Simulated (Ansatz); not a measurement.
Consider the redistribution: `CB[NH][AlH][CH3]` + `O[SiH2]OC[SiH3]` → `[CH3][AlH][O][SiH2]O` + `CBNC[SiH3]`.

Program: Ansatz. Geometries: PBE0-D4/def2-TZVP. ΔE: electronic, gas phase. CBS: MP2 limit from def2 TZ/QZ plus the TZ coupled-cluster correction, frozen cores. Functionals use def2-TZVPP. B3LYP here is the variant with VWN-RPA as its local correlation; programs differ in this. Each species was taken in one conformer, which may not be the lowest.

Q: Is it downhill or uphill in electronic energy at CCSD(T)/CBS, and by how much? (Best estimate.)

A: Ansatz gave: Downhill: ΔE = -28.6 kcal/mol.

Q: What do these levels give: PBE-D4, B3LYP-D4, ωB97M-V, r2SCAN, MP2/def2-TZVPP, SCS-MP2/def2-TZVPP, CCSD(T)/def2-TZVPP, HF/def2-QZVPP, MP2/def2-QZVPP, SCS-MP2/def2-QZVPP, HF/CBS(def2), CCSD/CBS(def2)? (Best estimate.)

A: Computed: PBE-D4 -27.2, B3LYP-D4 -28.0, ωB97M-V -27.8, r2SCAN -28.4, MP2/def2-TZVPP -29.4, SCS-MP2/def2-TZVPP -29.1, CCSD(T)/def2-TZVPP -28.5, HF/def2-QZVPP -29.3, MP2/def2-QZVPP -29.5, SCS-MP2/def2-QZVPP -29.2, HF/CBS(def2) -29.3, CCSD/CBS(def2) -28.9 kcal/mol.

Largest T1 diagnostic among the species: 0.012.

The D4 term adds +0.7 kcal/mol with B3LYP and +0.4 kcal/mol with PBE0; it sums over pairs of atoms, weighted by their polarisabilities, and B3LYP, whose exchange is more repulsive, gets the larger term.
